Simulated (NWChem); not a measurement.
All runs are NWChem calculations. System: H4BClO, charge 0, spin multiplicity 1, at a geometry optimised with B3LYP/def2-SVP. The structure started from a generated list of species. Level: PBE/aug-pcseg-1.

Job file:

```
start mol
memory heap 200 mb stack 900 mb global 1100 mb
geometry units angstroms nocenter noautoz
  B     -0.938253     0.113269     0.000000
  H     -1.534269     0.264591     1.039052
  H     -1.534269     0.264591    -1.039052
  Cl     0.758665     0.859024     0.000000
  O     -0.625740    -1.532264     0.000000
  H     -0.065793    -1.720413     0.773929
  H     -0.065793    -1.720413    -0.773929
  symmetry group Cs
end
basis spherical
  * library aug-pcseg-1
end
dft
  xc xpbe96 cpbe96
  semidirect memsize 60000000 filesize 0
  iterations 100
end
task dft energy
```

Part of the output:

```
             Northwest Computational Chemistry Package (NWChem) 7.3.0
             --------------------------------------------------------

                                NWChem Input Module
                                -------------------

 Scaling coordinates for geometry "geometry" by  1.889725989
 (inverse scale =  0.529177249)

 Turning off AUTOSYM since
 SYMMETRY directive was detected!

                             Geometry "geometry" -> ""
                             -------------------------

 Output coordinates in angstroms (scale by  1.889725989 to convert to a.u.)

  No.       Tag          Charge          X              Y              Z
 ---- ---------------- ---------- -------------- -------------- --------------
    1 B                    5.0000    -0.93825300     0.11326900     0.00000000
    2 H                    1.0000    -1.53426900     0.26459100     1.03905200
    3 H                    1.0000    -1.53426900     0.26459100    -1.03905200
    4 Cl                  17.0000     0.75866500     0.85902400     0.00000000
    5 O                    8.0000    -0.62574000    -1.53226400     0.00000000
    6 H                    1.0000    -0.06579300    -1.72041300     0.77392900
    7 H                    1.0000    -0.06579300    -1.72041300    -0.77392900

 Effective nuclear repulsion energy (a.u.)      96.9137713080

            Nuclear Dipole moment (a.u.)
            ----------------------------
        X                 Y               Z
 ---------------- ---------------- ----------------
    -0.0000075589    -0.0000056692     0.0000000000

      Symmetry information
      --------------------

 Group name             Cs
 Group number              2
 Group order               2
 No. of unique centers     5

      Symmetry unique atoms

     1    2    4    5    6


 Summary of "ao basis" -> "" (spherical)
 ------------------------------------------------------------------------------
       Tag                 Description            Shells   Functions and Types
 ---------------- ------------------------------  ------  ---------------------
 *                        aug-pcseg-1                 on all atoms
[...]
 Vector   17  Occ=2.000000D+00  E=-2.356317D-01  Symmetry=a"
              MO Center=  6.7D-02,  6.2D-01, -1.7D-15, r^2= 2.6D+00
   Bfn.  Coefficient  Atom+Function         Bfn.  Coefficient  Atom+Function
  ----- ------------  ---------------      ----- ------------  ---------------
    52      0.647073  4 Cl pz                55      0.359372  4 Cl pz
    49     -0.248639  4 Cl pz                 7     -0.229419  1 B  pz
    24     -0.220119  2 H  s                 33      0.220119  3 H  s
    25     -0.154596  2 H  s                 34      0.154596  3 H  s
    10     -0.068474  1 B  pz                58      0.063991  4 Cl pz

 Vector   18  Occ=0.000000D+00  E=-6.642640D-02  Symmetry=a'
              MO Center=  1.2D-01, -1.9D+00,  2.3D-15, r^2= 5.5D+00
   Bfn.  Coefficient  Atom+Function         Bfn.  Coefficient  Atom+Function
  ----- ------------  ---------------      ----- ------------  ---------------
    72      0.529609  5 O  s                 93     -0.514217  6 H  s
   102     -0.514217  7 H  s                 71      0.439931  5 O  s
    94     -0.412518  6 H  s                103     -0.412518  7 H  s
     4      0.380771  1 B  s                 79      0.201982  5 O  px
    70      0.188448  5 O  s                 73      0.174799  5 O  px

 Vector   19  Occ=0.000000D+00  E=-1.067047D-02  Symmetry=a"
              MO Center=  1.6D-01, -1.8D+00,  2.2D-14, r^2= 1.0D+01
   Bfn.  Coefficient  Atom+Function         Bfn.  Coefficient  Atom+Function
  ----- ------------  ---------------      ----- ------------  ---------------
    94      1.470082  6 H  s                103     -1.470082  7 H  s
    26     -0.916849  2 H  s                 35      0.916849  3 H  s
    13      0.676046  1 B  pz                93      0.574352  6 H  s
   102     -0.574352  7 H  s                 75     -0.256499  5 O  pz
    78     -0.252289  5 O  pz                81     -0.210068  5 O  pz

 Vector   20  Occ=0.000000D+00  E= 5.740517D-03  Symmetry=a'
              MO Center=  2.3D-01,  2.1D-01,  1.6D-13, r^2= 1.5D+01
   Bfn.  Coefficient  Atom+Function         Bfn.  Coefficient  Atom+Function
  ----- ------------  ---------------      ----- ------------  ---------------
    46      1.001973  4 Cl s                 11     -0.856249  1 B  px
    12     -0.655856  1 B  py                 9     -0.457644  1 B  py
    72     -0.455877  5 O  s                 56     -0.397267  4 Cl px
    26     -0.381901  2 H  s                 35     -0.381901  3 H  s
    45      0.357088  4 Cl s                 80     -0.313692  5 O  py

 center of mass
 --------------
 x =   0.08492624 y =   0.11003325 z =   0.00000000

 moments of inertia (a.u.)
 ------------------
         259.850893380091        -129.246319793122           0.000000000000
        -129.246319793122         157.431469008528           0.000000000000
           0.000000000000           0.000000000000         393.117253549008

     Multipole analysis of the density
     ---------------------------------

     L   x y z        total         alpha         beta         nuclear
     -   - - -        -----         -----         ----         -------
     0   0 0 0     -0.000000    -17.000000    -17.000000     34.000000

     1   1 0 0      0.188805      0.094406      0.094406     -0.000008
     1   0 1 0     -1.631862     -0.815928     -0.815928     -0.000006
     1   0 0 1     -0.000000     -0.000000     -0.000000      0.000000

     2   2 0 0    -22.693084    -50.691371    -50.691371     78.689659
     2   1 1 0     -1.443775    -32.205435    -32.205435     62.967096
     2   1 0 1      0.000000      0.000000      0.000000      0.000000
     2   0 2 0    -16.763912    -75.252188    -75.252188    133.740464
     2   0 1 1      0.000000      0.000000      0.000000      0.000000
     2   0 0 2    -19.386298    -15.687520    -15.687520     11.988743

 Task  times  cpu:        5.6s     wall:        5.6s

 Total times  cpu:        5.7s     wall:        5.7s
```
